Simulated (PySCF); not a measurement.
Ta(NMe)(F)2(OH) (CH₄F₂NOTa), SMILES C[N]=[Ta]([OH])([F])[F], multiplicity 1.

Coordinates come from a PBE-D3(BJ)/def2-SVP optimisation. The multiplicity is an assumed one; other spin states were not compared. The def2 effective core potentials stand for the cores of Ta; spin–orbit coupling is left out. Other conformers were not sampled.

Calculation: PBE/def2-TZVP in PySCF.

Symmetry labels are those of the subgroup Cs that the program uses (full group Cs).

Computed valence orbital energies around the gap with their symmetry:
```csv
orbital,symmetry,energy (eV)
HOMO−7,A',-10.20
HOMO−6,A",-10.08
HOMO−5,A',-9.65
HOMO−4,A",-9.62
HOMO−3,A',-8.69
HOMO−2,A",-8.43
HOMO−1,A',-6.30
HOMO,A",-6.18
LUMO,A',-1.49
LUMO+1,A",-1.32
LUMO+2,A',-1.09
LUMO+3,A',-0.73
```
